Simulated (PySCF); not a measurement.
Ga(Vi)(OH)(OMe), SMILES C=[CH][Ga]([OH])[O]C (C₃H₇GaO₂), PBE0/def2-SVP optimised geometry.

```
13

Ga    -0.95     0.94     0.00
C      0.99     0.94     0.00
C      1.73    -0.17     0.04
H      1.50     1.91    -0.03
H      2.83    -0.13     0.04
H      1.29    -1.17     0.07
O     -1.88     2.46     0.00
H     -2.83     2.31     0.00
O     -2.02    -0.49     0.00
C     -1.65    -1.83    -0.01
H     -1.11    -2.13     0.91
H     -2.56    -2.46    -0.06
H     -1.02    -2.10    -0.88
```

Density from PBE0/def2-TZVP in PySCF 2.14.0 at that geometry.

Minimum of the electron density along straight lines between bonded atoms, close to the bond critical point (lines longer than 1.1 times the sum of covalent radii, or with two minima, are not listed):

```
bond     length / Å  ρ at the minimum / e bohr⁻³  ∇²ρ there / e bohr⁻⁵  position (fraction from the first atom)
-------  ----------  ---------------------------  --------------------  ---------------------------------------
Ga1–C2        1.936                        0.121                  0.22                                     0.48
C2–C3         1.339                        0.345                 -1.04                                     0.49
C2–H4         1.097                        0.275                 -0.94                                     0.65
C3–H5         1.097                        0.277                 -0.97                                     0.65
C3–H6         1.095                        0.279                 -0.98                                     0.65
Ga1–O7        1.778                        0.138                  0.74                                     0.48
O7–H8         0.963                        0.357                 -2.39                                     0.80
Ga1–O9        1.787                        0.133                  0.73                                     0.48
O9–C10        1.393                        0.270                 -0.58                                     0.65
C10–H11       1.108                        0.274                 -0.93                                     0.64
C10–H12       1.104                        0.277                 -0.96                                     0.65
C10–H13       1.108                        0.274                 -0.93                                     0.64
```
